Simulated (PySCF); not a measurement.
C2H3F3OSi.
Atom-mapped SMILES: `[O:1]=[C:2]([SiH3:3])[C:4]([F:5])([F:6])[F:7]` (hydrogens: H8, H9, H10 on Si3)

The same species was optimised twice, with GFN2-xTB and with PBE0-D3(BJ)/def2-SVP (PySCF), and the same property calculations (PySCF, gas phase) were run on both structures.

```tsv
coordinate	GFN2-xTB	PBE0-D3(BJ)/def2-SVP	change
C2–Si3 (Å)	1.926	1.944	+0.018
C4–F5 (Å)	1.330	1.318	-0.012
C4–F6 (Å)	1.346	1.336	-0.010
C4–F7 (Å)	1.344	1.335	-0.009
C2–C4 (Å)	1.546	1.542	-0.004
O1=C2 (Å)	1.199	1.201	+0.002
Si3–C2–C4 (°)	113.4	119.1	+5.7
O1–C2–Si3 (°)	126.5	121.2	-5.3
C2–C4–F5 (°)	115.2	112.5	-2.7
F5–C4–F6 (°)	107.5	109.0	+1.5
F6–C4–F7 (°)	106.4	108.0	+1.6
F5–C4–F7 (°)	107.7	109.1	+1.4
C2–C4–F6 (°)	109.9	109.0	-0.9
C2–C4–F7 (°)	109.8	109.1	-0.7
O1–C2–C4–F5 (°)	17	1	-16
```

Rotational constants: A = 3205, B = 1689, C = 1393 MHz (GFN2-xTB) against A = 3283, B = 1620, C = 1362 MHz (PBE0-D3(BJ)/def2-SVP).

On the GFN2-xTB structure: lowest singlet, TDDFT (eV) 3.39 [PBE0/def2-SVPD]; lowest triplet, Tamm–Dancoff (eV) 2.65 [PBE0/def2-SVPD]; isotropic polarisability (au) 56.9 [PBE0/def2-SVPD]; HOMO (eV) -8.04 [PBE0/def2-SVPD]; LUMO (eV) -2.44 [PBE0/def2-SVPD]; dipole (D) 2.63 [PBE0/def2-SVPD]; HOMO (eV) -7.95 [PBE0/pcSseg-1]; LUMO (eV) -2.27 [PBE0/pcSseg-1]; dipole (D) 2.51 [PBE0/pcSseg-1]; GIAO shielding of O1 (ppm) -515.9 [PBE0/pcSseg-1]; GIAO shielding of C2 (ppm) -40.5 [PBE0/pcSseg-1]; GIAO shielding of Si3 (ppm) 430.9 [PBE0/pcSseg-1]; GIAO shielding of C4 (ppm) 63.3 [PBE0/pcSseg-1]; GIAO shielding of F5/F6/F7 (mean) (ppm) 266.4 [PBE0/pcSseg-1].

Question: What do these properties become on the PBE0-D3(BJ)/def2-SVP structure?

Answer: 
```tsv
property	level	on GFN2-xTB	on PBE0-D3(BJ)/def2-SVP	change
lowest singlet, TDDFT (eV)	PBE0/def2-SVPD	3.39	3.41	+0.02
lowest triplet, Tamm–Dancoff (eV)	PBE0/def2-SVPD	2.65	2.68	+0.03
isotropic polarisability (au)	PBE0/def2-SVPD	56.9	57.9	+1.0
HOMO (eV)	PBE0/def2-SVPD	-8.04	-8.09	-0.05
LUMO (eV)	PBE0/def2-SVPD	-2.44	-2.48	-0.04
dipole (D)	PBE0/def2-SVPD	2.63	2.27	-0.36
energy, GFN2-xTB geometry as zero (kcal/mol)	PBE0/def2-SVPD	0.0	-1.8	-1.8
HOMO (eV)	PBE0/pcSseg-1	-7.95	-8.00	-0.05
LUMO (eV)	PBE0/pcSseg-1	-2.27	-2.32	-0.05
dipole (D)	PBE0/pcSseg-1	2.51	2.13	-0.38
energy, GFN2-xTB geometry as zero (kcal/mol)	PBE0/pcSseg-1	0.0	-1.9	-1.9
GIAO shielding of O1 (ppm)	PBE0/pcSseg-1	-515.9	-511.4	+4.5
GIAO shielding of C2 (ppm)	PBE0/pcSseg-1	-40.5	-39.3	+1.2
GIAO shielding of Si3 (ppm)	PBE0/pcSseg-1	430.9	435.5	+4.6
GIAO shielding of C4 (ppm)	PBE0/pcSseg-1	63.3	65.6	+2.3
GIAO shielding of F5/F6/F7 (mean) (ppm)	PBE0/pcSseg-1	266.4	275.0	+8.6
```

The heavy atoms differ by 0.163 Å rms after alignment. Among the bonds compared C2–Si3 changes most (+0.018 Å). Changes are differences of the printed values. Neither structure is proved a minimum here.

The values belong to the conformer `[O:1]=[C:2]([SiH3:3])[C:4]([F:5])([F:6])[F:7]`: O1–C2–C4–F5 1°.
